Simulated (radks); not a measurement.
Species: O+. Configuration: [He] 2s2 2p3 (the NIST ground configuration). Calculated with a radial shooting solver on a logarithmic mesh with Libxc functionals: non-relativistic Kohn-Sham, BLYP, spin-unpolarised, spherical densities, point nucleus.

Unscreened Slater integrals over Kohn-Sham orbitals (hartree).

integral      value
F0(2p,2p)   0.83331
F2(2p,2p)   0.37613
F0(2p,2s)   0.83182
G1(2p,2s)   0.50525
F0(2p,1s)    1.1959
G1(2p,1s)   0.13319
F0(2s,2s)   0.83667
F0(2s,1s)    1.1876
G0(2s,1s)  0.088775
F0(1s,1s)    4.7205

Derived for the open shells (J is the average intra-shell exchange parameter used in DFT+U). 2p: J = F2/5 = 0.07523 hartree.
